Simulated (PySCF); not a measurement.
trimethylboroxine (C₃H₉B₃O₃), singlet, at a GFN2-xTB geometry.

The PySCF input:
```python
from pyscf import gto, scf, dft

mol = gto.M(
    atom='''
C    -1.88395612   -2.27603110   -0.19044238
B    -0.87190410   -1.05674841   -0.09615793
O     0.47004841   -1.27270533    0.04483004
B     1.35009723   -0.23070259    0.14235499
C     2.90538755   -0.50419483    0.30298053
O     0.86423434    1.04578587    0.09599612
B    -0.47285194    1.29171753   -0.04663207
C    -1.02286120    2.77925774   -0.11210905
O    -1.32942531    0.23068972   -0.14120135
H    -1.38725937   -3.18978592   -0.50066549
H    -2.69630027   -2.06716824   -0.88002264
H    -2.33445810   -2.46363513    0.78177321
H     3.29289147   -1.03354151   -0.56390256
H     3.10060956   -1.13590232    1.16551924
H     3.46912033    0.41574807    0.41763267
H    -1.89407176    2.90521266    0.52450806
H    -0.26974731    3.50276142    0.18249627
H    -1.33777140    3.02062529   -1.12473696
''',
    basis='6-31g',
    verbose=4,
)

mf = dft.RKS(mol)
mf.xc = 'b3lyp'
mf = mf.density_fit(auxbasis='def2-universal-jkfit')
mf.kernel()
```

### Question
What dipole moment does DF-B3LYP/6-31G run with PySCF give?

### Answer
0.09 D

### Question
What total energy does DF-B3LYP/6-31G give?

### Answer
-420.1816 Eh

### Question
Estimate the Mulliken (on the basis functions themselves) charges in atom order that DF-B3LYP/6-31G returns for this input.

### Answer
C1 -0.60, B2 0.67, O3 -0.52, B4 0.67, C5 -0.60, O6 -0.52, B7 0.67, C8 -0.60, O9 -0.52, H10 0.15, H11 0.15, H12 0.15, H13 0.15, H14 0.15, H15 0.15, H16 0.15, H17 0.15, H18 0.15
